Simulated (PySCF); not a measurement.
CH₅Ge₂N, CH₃ClGeSi, CH₅GeNSi, CH₆BGeO and others (calculated)

Calculation on a computer-drawn molecule: optimised geometry and harmonic frequencies of an isolated molecule of the commonest isotopes, restricted reference for singlets and unrestricted otherwise, frozen core in MP2; on germanium a core potential holds 10 electrons, which the energies leave out, and 3d is frozen in MP2 and coupled-cluster steps. Program: PySCF 2.14.0.

Common to all runs: charge 0; basis and core potential on germanium cc-pVDZ-PP ECP10MDF.

```yaml
- entry: 1
  formula: CH5Ge2N
  start_structure:
    atoms_angstrom:
      - [C, -0.4378, -2.5482, -2.141]
      - [Ge, -1.4411, -2.3429, -0.7235]
      - ["N", -1.3315, -0.8365, 0.3513]
      - [Ge, -0.5903, 0.6481, -0.2047]
      - [H, -0.2474, -1.7019, -2.8133]
      - [H, -0.5778, -3.396, -2.8206]
      - [H, -1.8793, -3.428, 0.3052]
      - [H, -1.7277, -0.961, 1.2515]
      - [H, -0.889, 1.4559, 1.2479]
  given:
    multiplicity: 1
    method: HF
    basis: cc-pVDZ
    drawn_bonds_atom: [1, 2, 3, 1, 1, 2, 3, 4]
    drawn_bonds_other_atom: [2, 3, 4, 5, 6, 7, 8, 9]
    drawn_bonds_order: [2, 1, 1, 1, 1, 1, 1, 1]
  results:
    optimised_atom_element: [C, Ge, "N", Ge, H, H, H, H, H]
    "optimised_atom_x [angstrom]": [-0.6074, -1.263, -1.254, -0.5847, -0.1399, -0.6671, -1.929, -1.679, -0.9987]
    "optimised_atom_y [angstrom]": [-2.552, -2.372, -0.8348, 0.8246, -1.739, -3.514, -3.479, -0.9376, 1.494]
    "optimised_atom_z [angstrom]": [-2.261, -0.6438, 0.3399, -0.1085, -2.799, -2.753, 0.1561, 1.245, 1.276]
    "modes_frequency [cm^-1]": [44.84, 111.5, 232.5, 244.3, 345.2, 533.5, 611.0, 676.2, 708.3, 759.2, 810.7, 890.7, 902.6, 929.5, 1272, 1482, 1960, 2283, 3314, 3424, 3783]
    "modes_reduced_mass [dalton]": [2.296, 5.143, 5.22, 1.232, 1.423, 3.57, 1.117, 1.063, 1.24, 1.089, 2.038, 1.732, 1.242, 2.95, 1.225, 1.169, 1.022, 1.02, 1.053, 1.117, 1.076]
    "rotational_constants [GHz]": [9.149, 1.061, 0.9509]
    "total_energy [hartree]": -681.9216
    "convergence_status_largest_gradient_component [hartree/bohr]": 1.156e-05
- entry: 2
  formula: CH3ClGeSi
  start_structure:
    atoms_angstrom:
      - [C, -0.848, 0.4143, -0.6651]
      - [Ge, 0.3792, -0.9382, -0.2933]
      - [Si, 2.2601, -0.0635, 0.7874]
      - [Cl, 1.5558, 0.4063, 2.6549]
      - [H, -1.465, 0.3608, -1.5939]
      - [H, -1.3027, 0.9267, 0.1112]
      - [H, 0.8488, -1.4977, -1.6651]
  given:
    multiplicity: 1
    method: HF
    basis: "cc-pV(D+d)Z"
    drawn_bonds_atom: [1, 2, 3, 1, 1, 2]
    drawn_bonds_other_atom: [2, 3, 4, 5, 6, 7]
    drawn_bonds_order: [2, 1, 1, 1, 1, 1]
  results:
    optimised_atom_element: [C, Ge, Si, Cl, H, H, H]
    "optimised_atom_x [angstrom]": [-0.8961, 0.6165, 2.291, 1.308, -1.631, -1.13, 0.8706]
    "optimised_atom_y [angstrom]": [0.3089, -0.6245, -0.5728, 0.7783, 0.2751, 0.9508, -1.507]
    "optimised_atom_z [angstrom]": [-0.5902, -0.6327, 1.137, 2.414, -1.386, 0.2504, -1.856]
    "modes_frequency [cm^-1]": [55.66, 111.1, 193.8, 285.5, 351.6, 513.9, 657.7, 707.6, 849.0, 876.3, 892.3, 1500, 2218, 3305, 3412]
    "modes_reduced_mass [dalton]": [6.19, 4.988, 7.166, 1.084, 22.85, 26.95, 1.069, 1.048, 2.072, 1.197, 1.711, 1.174, 1.02, 1.055, 1.116]
    "rotational_constants [GHz]": [5.365, 1.514, 1.181]
    "total_energy [hartree]": -1081.3798
    "convergence_status_largest_gradient_component [hartree/bohr]": 2.639e-05
- entry: 3
  formula: CH3ClGeSi
  start_structure:
    atoms_angstrom:
      - [C, -0.8961, 0.3089, -0.5902]
      - [Ge, 0.6165, -0.6245, -0.6327]
      - [Si, 2.2907, -0.5728, 1.1373]
      - [Cl, 1.3076, 0.7783, 2.4137]
      - [H, -1.6312, 0.2751, -1.3862]
      - [H, -1.13, 0.9508, 0.2504]
      - [H, 0.8706, -1.5071, -1.8564]
  given:
    multiplicity: 1
    method: MP2
    basis: "cc-pV(D+d)Z"
    drawn_bonds_atom: [1, 2, 3, 1, 1, 2]
    drawn_bonds_other_atom: [2, 3, 4, 5, 6, 7]
    drawn_bonds_order: [2, 1, 1, 1, 1, 1]
  results:
    optimised_atom_element: [C, Ge, Si, Cl, H, H, H]
    "optimised_atom_x [angstrom]": [-0.8938, 0.6534, 2.302, 1.256, -1.639, -1.109, 0.8595]
    "optimised_atom_y [angstrom]": [0.315, -0.6436, -0.571, 0.7826, 0.282, 0.9587, -1.515]
    "optimised_atom_z [angstrom]": [-0.5776, -0.6277, 1.152, 2.369, -1.383, 0.2845, -1.881]
    "modes_frequency [cm^-1]": [50.28, 105.5, 180.1, 274.2, 349.8, 518.4, 602.9, 641.3, 746.5, 763.0, 820.4, 1376, 2157, 3167, 3286]
    "modes_reduced_mass [dalton]": [6.712, 4.742, 7.861, 1.063, 20.47, 24.96, 1.082, 1.078, 1.168, 3.226, 1.342, 1.155, 1.021, 1.052, 1.117]
    "rotational_constants [GHz]": [5.186, 1.564, 1.201]
    "total_energy [hartree]": -1081.8288
    "convergence_status_largest_gradient_component [hartree/bohr]": 1.413e-05
- entry: 4
  formula: CH5GeNSi
  start_structure:
    atoms_angstrom:
      - [C, 0.0326, -0.3003, -1.2582]
      - [Ge, 1.5729, -0.1414, -0.2512]
      - [Si, 1.2417, 1.2083, 1.5963]
      - ["N", 1.6882, 2.7409, 1.0784]
      - [H, -0.3108, 0.5488, -1.8309]
      - [H, -0.2405, -1.3071, -1.7001]
      - [H, 1.8305, -1.6059, 0.2857]
      - [H, 2.0247, 2.9858, 0.23]
      - [H, 1.5846, 3.5331, 1.6478]
  given:
    multiplicity: 1
    method: HF
    basis: "cc-pV(D+d)Z"
    drawn_bonds_atom: [1, 2, 3, 1, 1, 2, 4, 4]
    drawn_bonds_other_atom: [2, 3, 4, 5, 6, 7, 8, 9]
    drawn_bonds_order: [2, 1, 1, 1, 1, 1, 1, 1]
  results:
    optimised_atom_element: [C, Ge, Si, "N", H, H, H, H, H]
    "optimised_atom_x [angstrom]": [0.2652, 1.278, 1.736, 1.536, -0.1759, 0.03297, 1.788, 1.353, 1.611]
    "optimised_atom_y [angstrom]": [-0.1024, -0.4247, 1.25, 2.614, 0.8723, -0.8602, -1.862, 2.636, 3.539]
    "optimised_atom_z [angstrom]": [-1.264, 0.1619, 1.905, 0.9105, -1.442, -2.004, 0.3135, -0.07524, 1.293]
    "modes_frequency [cm^-1]": [64.57, 113.6, 225.3, 270.6, 344.1, 559.9, 600.3, 659.7, 724.3, 837.1, 851.9, 869.2, 894.1, 915.2, 1502, 1702, 2204, 3291, 3390, 3762, 3860]
    "modes_reduced_mass [dalton]": [4.171, 3.217, 2.551, 1.515, 6.61, 1.038, 1.238, 1.066, 1.06, 1.181, 1.528, 2.033, 1.644, 3.666, 1.173, 1.119, 1.02, 1.055, 1.115, 1.05, 1.098]
    "rotational_constants [GHz]": [7.668, 2.129, 1.695]
    "total_energy [hartree]": -677.4800
    "convergence_status_largest_gradient_component [hartree/bohr]": 4.776e-05
- entry: 5
  formula: CH6BGeO
  start_structure:
    atoms_angstrom:
      - [C, 0.733, -0.5341, -2.502]
      - [O, 1.5486, 0.3124, -2.1248]
      - [B, 1.7399, 0.7699, -0.8928]
      - [Ge, 0.862, 0.1957, 0.699]
      - [H, 0.1095, -1.0547, -1.6749]
      - [H, 0.7126, -0.851, -3.5318]
      - [H, 2.5387, 1.7143, -0.8357]
      - [H, 0.9271, -1.2653, 1.149]
      - [H, -0.7133, 0.3919, 0.7264]
      - [H, 1.1963, 0.9094, 2.0123]
  given:
    multiplicity: 2
    method: HF
    basis: cc-pVDZ
    drawn_bonds_atom: [1, 2, 3, 1, 1, 3, 4, 4, 4]
    drawn_bonds_other_atom: [2, 3, 4, 5, 6, 7, 8, 9, 10]
    drawn_bonds_order: [1, 1, 1, 1, 1, 1, 1, 1, 1]
  results:
    optimised_atom_element: [C, O, B, Ge, H, H, H, H, H, H]
    "optimised_atom_x [angstrom]": [0.6461, 1.532, 1.74, 0.7343, 0.3628, 0.6819, 2.56, 0.8132, -0.7571, 1.341]
    "optimised_atom_y [angstrom]": [-0.5872, 0.3861, 0.8696, 0.2122, -1.311, -0.8598, 1.743, -1.313, 0.5819, 0.8654]
    "optimised_atom_z [angstrom]": [-2.494, -2.149, -0.9057, 0.8246, -1.74, -3.538, -0.834, 1.011, 0.7768, 2.073]
    "modes_frequency [cm^-1]": [39.98, 118.5, 172.3, 291.3, 391.2, 460.5, 487.3, 670.2, 683.3, 854.7, 902.6, 966.8, 977.8, 1052, 1228, 1276, 1448, 1584, 2185, 2195, 2217, 2707, 3288, 3433]
    "modes_reduced_mass [dalton]": [1.111, 1.162, 2.766, 2.858, 3.535, 1.076, 1.552, 1.326, 2.282, 1.479, 1.043, 1.022, 1.031, 2.031, 1.408, 1.703, 7.957, 1.132, 1.023, 1.022, 1.015, 1.093, 1.046, 1.125]
    "rotational_constants [GHz]": [13.06, 2.13, 1.875]
    "total_energy [hartree]": -434.2568
    spin_squared: 0.76
    "convergence_status_largest_gradient_component [hartree/bohr]": 7.751e-06
- entry: 6
  formula: CH5BClGe
  start_structure:
    atoms_angstrom:
      - [C, -0.3106, 0.6156, 1.6913]
      - [B, 0.6757, 0.1709, 0.7293]
      - [Ge, 1.0091, 1.2929, -0.9428]
      - [Cl, 0.5639, 0.0064, -2.6476]
      - [H, -1.2438, 1.1945, 1.373]
      - [H, -0.2132, 0.4656, 2.6927]
      - [H, 1.3891, -0.7947, 0.8536]
      - [H, 2.4292, 1.8133, -1.2443]
      - [H, 0.102, 2.4401, -1.2132]
  given:
    multiplicity: 2
    method: HF
    basis: "cc-pV(D+d)Z"
    drawn_bonds_atom: [1, 2, 3, 1, 1, 2, 3, 3]
    drawn_bonds_other_atom: [2, 3, 4, 5, 6, 7, 8, 9]
    drawn_bonds_order: [1, 1, 1, 1, 1, 1, 1, 1]
  results:
    optimised_atom_element: [C, B, Ge, Cl, H, H, H, H, H]
    "optimised_atom_x [angstrom]": [-0.3352, 0.7137, 0.9982, 0.6786, -1.002, -0.4743, 1.404, 2.418, 0.0007787]
    "optimised_atom_y [angstrom]": [0.6407, 0.24, 1.31, -0.1225, 1.49, 0.08721, -0.7228, 1.842, 2.44]
    "optimised_atom_z [angstrom]": [1.751, 0.7071, -1.063, -2.703, 1.635, 2.676, 0.8859, -1.267, -1.33]
    "modes_frequency [cm^-1]": [22.97, 132.1, 219.9, 244.8, 403.1, 458.5, 560.3, 684.5, 730.9, 808.7, 866.7, 897.3, 956.5, 1106, 1237, 1566, 2224, 2235, 2725, 3272, 3360]
    "modes_reduced_mass [dalton]": [3.517, 2.598, 1.633, 1.561, 22.59, 1.526, 2.242, 1.077, 1.18, 1.083, 1.519, 1.174, 1.027, 1.874, 2.252, 1.196, 1.024, 1.016, 1.094, 1.056, 1.114]
    "rotational_constants [GHz]": [6.712, 1.854, 1.56]
    "total_energy [hartree]": -818.3418
    spin_squared: 0.7568
    "convergence_status_largest_gradient_component [hartree/bohr]": 1.293e-05
- entry: 7
  formula: CH5BClGe
  start_structure:
    atoms_angstrom:
      - [C, 1.0024, -0.6618, -0.157]
      - [B, 1.3271, 0.8051, -0.0515]
      - [Cl, 2.7773, 1.4741, -0.6298]
      - [Ge, 0.0524, 2.1535, 0.7195]
      - [H, 0.2476, -1.084, 0.4783]
      - [H, 1.3002, -1.2585, -0.8562]
      - [H, -0.4444, 3.1667, -0.3049]
      - [H, 0.6951, 3.1014, 1.7483]
      - [H, -1.2109, 1.6016, 1.4264]
  given:
    multiplicity: 2
    method: HF
    basis: "cc-pV(D+d)Z"
    drawn_bonds_atom: [1, 2, 2, 1, 1, 4, 4, 4]
    drawn_bonds_other_atom: [2, 3, 4, 5, 6, 7, 8, 9]
    drawn_bonds_order: [1, 1, 1, 1, 1, 1, 1, 1]
  results:
    optimised_atom_element: [C, B, Cl, Ge, H, H, H, H, H]
    "optimised_atom_x [angstrom]": [0.9711, 1.254, 2.753, 0.001463, 0.08042, 1.646, -0.4628, 0.7481, -1.244]
    "optimised_atom_y [angstrom]": [-0.6677, 0.8387, 1.421, 2.263, -1.097, -1.378, 3.286, 3.019, 1.612]
    "optimised_atom_z [angstrom]": [-0.1357, -0.1071, -0.878, 0.7757, 0.3121, -0.604, -0.2685, 1.883, 1.396]
    "modes_frequency [cm^-1]": [52.86, 159.7, 248.4, 266.6, 333.4, 448.8, 565.4, 587.1, 774.8, 794.1, 902.8, 963.8, 969.0, 1063, 1196, 1553, 2197, 2206, 2221, 3277, 3374]
    "modes_reduced_mass [dalton]": [1.064, 6.119, 3.691, 1.098, 1.769, 4.728, 1.211, 1.446, 2.423, 1.458, 1.043, 1.025, 1.021, 2.239, 4.577, 1.213, 1.023, 1.023, 1.013, 1.056, 1.115]
    "rotational_constants [GHz]": [5.641, 1.696, 1.325]
    "total_energy [hartree]": -818.3474
    spin_squared: 0.7576
    "convergence_status_largest_gradient_component [hartree/bohr]": 5.456e-06
- entry: 8
  formula: CH7BGeN
  start_structure:
    atoms_angstrom:
      - [C, -1.6956, 0.8488, -0.8898]
      - [B, -1.1759, -0.0641, 0.1773]
      - ["N", -0.8619, 0.5585, 1.4046]
      - [Ge, -0.9409, -2.0173, -0.0944]
      - [H, -1.5455, 1.8507, -1.093]
      - [H, -2.208, 0.3973, -1.8091]
      - [H, -0.9823, 1.4557, 1.6222]
      - [H, -0.4282, -0.0569, 2.1759]
      - [H, -1.2229, -2.5829, -1.3978]
      - [H, 0.4621, -2.5806, 0.2245]
      - [H, -1.7367, -2.9366, 0.7829]
  given:
    multiplicity: 2
    method: HF
    basis: cc-pVDZ
    drawn_bonds_atom: [1, 2, 2, 1, 1, 3, 3, 4, 4, 4]
    drawn_bonds_other_atom: [2, 3, 4, 5, 6, 7, 8, 9, 10, 11]
    drawn_bonds_order: [1, 1, 1, 1, 1, 1, 1, 1, 1, 1]
  results:
    optimised_atom_element: [C, B, "N", Ge, H, H, H, H, H, H, H]
    "optimised_atom_x [angstrom]": [-1.964, -1.146, -0.5384, -0.9296, -2.089, -2.458, -0.6006, -0.0008675, -0.243, -0.08147, -2.285]
    "optimised_atom_y [angstrom]": [0.7825, -0.05975, 0.5631, -2.134, 1.86, 0.3548, 1.548, 0.07712, -2.503, -2.753, -2.863]
    "optimised_atom_z [angstrom]": [-0.8466, 0.172, 1.265, -0.05473, -0.7478, -1.713, 1.432, 1.951, -1.382, 1.075, -0.04678]
    "modes_frequency [cm^-1]": [65.4, 192.7, 236.5, 277.9, 334.8, 493.0, 556.8, 557.9, 579.1, 651.6, 723.5, 899.8, 910.6, 943.6, 970.3, 972.7, 1231, 1398, 1555, 1757, 2165, 2175, 2196, 3252, 3347, 3799, 3907]
    "modes_reduced_mass [dalton]": [1.084, 2.607, 1.041, 3.562, 1.563, 2.798, 1.216, 1.174, 1.425, 1.133, 1.621, 1.32, 1.069, 1.876, 1.02, 1.023, 2.591, 3.769, 1.23, 1.212, 1.023, 1.023, 1.014, 1.058, 1.11, 1.052, 1.097]
    "rotational_constants [GHz]": [8.188, 2.467, 1.941]
    "total_energy [hartree]": -414.4645
    spin_squared: 0.7627
    "convergence_status_largest_gradient_component [hartree/bohr]": 3.637e-05
- entry: 9
  formula: C2H7Ge
  start_structure:
    atoms_angstrom:
      - [C, 0.1121, 0.6831, -1.2326]
      - [C, 1.1322, -0.2461, -1.675]
      - [Ge, 0.6205, -2.1289, -1.2768]
      - [H, -0.7194, 0.9237, -1.8489]
      - [H, 0.0998, 1.027, -0.1802]
      - [H, 1.2745, -0.1629, -2.7813]
      - [H, 2.0421, -0.0847, -1.1707]
      - [H, 0.3651, -2.3134, 0.2178]
      - [H, 1.5623, -3.174, -1.678]
      - [H, -0.7346, -2.4791, -1.9562]
  given:
    multiplicity: 2
    method: HF
    basis: cc-pVDZ
    drawn_bonds_atom: [1, 2, 1, 1, 2, 2, 3, 3, 3]
    drawn_bonds_other_atom: [2, 3, 4, 5, 6, 7, 8, 9, 10]
    drawn_bonds_order: [1, 1, 1, 1, 1, 1, 1, 1, 1]
  results:
    optimised_atom_element: [C, C, Ge, H, H, H, H, H, H, H]
    "optimised_atom_x [angstrom]": [0.1148, 1.118, 0.5668, -0.7524, 0.08137, 1.288, 2.082, 0.3678, 1.642, -0.7538]
    "optimised_atom_y [angstrom]": [0.7337, -0.2799, -2.144, 0.9436, 1.055, -0.2268, -0.1194, -2.316, -3.132, -2.469]
    "optimised_atom_z [angstrom]": [-1.23, -1.668, -1.261, -1.845, -0.1954, -2.747, -1.178, 0.2501, -1.736, -1.972]
    "modes_frequency [cm^-1]": [137.5, 213.7, 229.1, 493.1, 519.4, 537.9, 677.6, 788.2, 917.1, 961.1, 965.4, 1026, 1117, 1254, 1341, 1541, 1573, 2200, 2206, 2223, 3184, 3237, 3279, 3386]
    "modes_reduced_mass [dalton]": [1.133, 1.049, 2.51, 1.449, 1.031, 1.732, 1.928, 1.164, 1.04, 1.026, 1.022, 1.192, 3.134, 1.295, 1.218, 1.101, 1.175, 1.023, 1.023, 1.012, 1.059, 1.105, 1.052, 1.119]
    "rotational_constants [GHz]": [23.12, 3.722, 3.49]
    "total_energy [hartree]": -373.1355
    spin_squared: 0.7641
    "convergence_status_largest_gradient_component [hartree/bohr]": 2.668e-05
- entry: 10
  formula: C2H7GeO
  start_structure:
    atoms_angstrom:
      - [C, -0.3359, 0.1373, -0.5175]
      - [C, -0.3002, -0.3994, -1.8026]
      - [O, 0.8871, -1.2219, -2.0469]
      - [Ge, -0.2185, 1.0953, -3.1578]
      - [H, -1.2301, 0.3557, -0.0005]
      - [H, 0.6494, 0.2581, 0.01]
      - [H, -1.1562, -0.9917, -2.1018]
      - [H, 0.7878, -1.6496, -2.9369]
      - [H, -0.193, 0.7856, -4.6474]
      - [H, -1.3724, 2.1208, -3.0186]
      - [H, 1.0329, 1.9188, -2.8916]
  given:
    multiplicity: 2
    method: HF
    basis: cc-pVDZ
    drawn_bonds_atom: [1, 2, 2, 1, 1, 2, 3, 4, 4, 4]
    drawn_bonds_other_atom: [2, 3, 4, 5, 6, 7, 8, 9, 10, 11]
    drawn_bonds_order: [1, 1, 1, 1, 1, 1, 1, 1, 1, 1]
  results:
    optimised_atom_element: [C, C, O, Ge, H, H, H, H, H, H, H]
    "optimised_atom_x [angstrom]": [-0.2824, -0.291, 0.8273, -0.2106, -1.162, 0.6672, -1.224, 0.7807, -0.07975, -1.484, 1.01]
    "optimised_atom_y [angstrom]": [0.04966, -0.3966, -1.232, 1.165, 0.5206, 0.1661, -0.9361, -1.607, 0.6325, 2.016, 2.031]
    "optimised_atom_z [angstrom]": [-0.4698, -1.887, -2.102, -3.141, -0.05044, 0.03627, -2.091, -2.968, -4.579, -3.042, -2.818]
    "modes_frequency [cm^-1]": [144.9, 217.4, 222.7, 268.2, 315.4, 425.5, 475.2, 552.2, 608.4, 720.2, 907.6, 952.6, 958.5, 959.2, 1114, 1197, 1280, 1373, 1482, 1553, 2186, 2212, 2232, 3138, 3290, 3407, 4150]
    "modes_reduced_mass [dalton]": [1.101, 2.43, 1.34, 2.208, 1.098, 1.838, 1.42, 1.878, 1.234, 2.237, 1.052, 1.852, 1.042, 1.021, 1.951, 3.022, 1.217, 1.272, 1.24, 1.313, 1.021, 1.021, 1.017, 1.085, 1.052, 1.12, 1.067]
    "rotational_constants [GHz]": [8.31, 2.821, 2.286]
    "total_energy [hartree]": -447.9854
    spin_squared: 0.7643
    "convergence_status_largest_gradient_component [hartree/bohr]": 2.492e-05
```
